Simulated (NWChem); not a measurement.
System: CdSiH₃Cl; SMILES [SiH3][Cd][Cl]

def2 effective core potentials on Cd; no spin-orbit coupling.

**Question.** Give the equilibrium geometry at PBE0/def2-SVP with def2 effective core potentials on Cd (NWChem) as an XYZ file, with the point group.

**Answer.** point group C3v; any orientation.
```
6

Cd    -0.3806     0.2289    -0.0004
Cl     0.1021     2.4853    -0.0007
Si    -0.9017    -2.2019    -0.0002
H     -1.6566    -2.5760    -1.2359
H     -1.7360    -2.5587     1.1887
H      0.3567    -3.0089     0.0468
```
